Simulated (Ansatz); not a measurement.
`N[Si@H](O)[Si@H](N)O`, charge 0, multiplicity 1.

Question: Give a relaxed structure at PBE0-D4/def2-TZVP (Ansatz). (Best estimate.)

Answer: The calculation gave: 
Cartesian coordinates in Å:
```
N -0.361 0.930 1.792
Si -0.978 0.950 0.191
O -2.576 0.555 -0.005
Si 0.417 -0.567 -0.937
N 1.563 -1.144 0.208
O 1.005 0.236 -2.260
H -0.684 1.567 2.503
H -0.017 0.069 2.186
H -0.936 2.350 -0.291
H -2.819 -0.363 0.129
H -0.269 -1.812 -1.402
H 2.061 -2.008 0.064
H 2.115 -0.488 0.739
H 1.479 -0.275 -2.918
```
This is one stationary point; other conformers may exist.
